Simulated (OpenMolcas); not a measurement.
# Exact exchange and the HOMO–LUMO gap of CH5GaO

CH5GaO has 8 atoms, charge 0, and is taken as a singlet. SMILES: `C[O][GaH2]`. The coordinates come from a PBE0-D4/def2-TZVP relaxation.

The HOMO–LUMO gap y, in eV, basis cc-pVDZ; a is the functional's share of exact exchange. Programs: OpenMolcas 26.06.

```
functional     program     a  y (eV)
    revPBE  OpenMolcas     0    4.44
      TPSS  OpenMolcas     0    4.66
     B3LYP  OpenMolcas   0.2       ?
      PBE0  OpenMolcas  0.25    6.59
     BHLYP  OpenMolcas   0.5    8.71
```

Task: Fit y = c + s·a to the known rows and predict B3LYP.

Result: 
1. Means of the 4 rows: a = 0.1875, y = 6.100.
2. Σ(Δa)² = 0.17188, Σ(Δa·Δy) = 1.4275, so the slope is 1.4275/0.17188 = 8.3052.
3. Intercept: 6.100 − (8.3052) × 0.1875 = 4.543. The largest residual of the fit is 0.12.
4. B3LYP: 4.543 + (8.3052) × 0.2 = 6.20 eV.

The run gave 6.08 eV, so the prediction is off by +0.12 eV, about the largest residual. Exact exchange lowers occupied levels and raises empty ones. The rows mix families of semi-local functionals, which the line can't see.
